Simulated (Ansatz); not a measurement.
One change: `F[SiH2][SiH](F)F` becomes `F[SiH](F)[O][GeH3]`.

Ansatz, PBE0-D4/def2-TZVP geometries, multiplicity 1. Each molecule was computed in one conformer, which needn't be the lowest.

Scalar relativity is left out up to krypton.

| property | `F[SiH2][SiH](F)F` |
| --- | --- |
| HOMO energy (ωB97M-V/def2-TZVPP) / eV | -10.71 |
| LUMO energy (B3LYP/def2-TZVPP) / eV | -1.43 |
| size of the dipole moment (PBE/def2-TZVPP) / D | 1.08 |
| HOMO energy (B3LYP/def2-TZVPP) / eV | -8.45 |
| LUMO energy (PBE/def2-TZVPP) / eV | -2.10 |
| LUMO energy (PBE0/def2-TZVPP) / eV | -1.24 |

**Question.** What does the change do to each property? (An estimate is asked.)

**Answer.** The calculation gave: 
```csv
property,`F[SiH](F)[O][GeH3]`,shift
HOMO energy (ωB97M-V/def2-TZVPP) / eV,-11.69,-0.98
LUMO energy (B3LYP/def2-TZVPP) / eV,-0.42,1.01
size of the dipole moment (PBE/def2-TZVPP) / D,2.10,1.02
HOMO energy (B3LYP/def2-TZVPP) / eV,-9.14,-0.69
LUMO energy (PBE/def2-TZVPP) / eV,-1.06,1.04
LUMO energy (PBE0/def2-TZVPP) / eV,-0.17,1.07
```

With PBE0 the HOMO falls by 0.74 eV and the LUMO rises by 1.07 eV, so the gap widens by about 1.81 eV. PBE moves the HOMO by -0.54 eV and ωB97M-V by -0.98 eV. Dipoles are sizes alone; their direction can turn.

B3LYP here is the variant with VWN-RPA as its local correlation; programs differ in this.
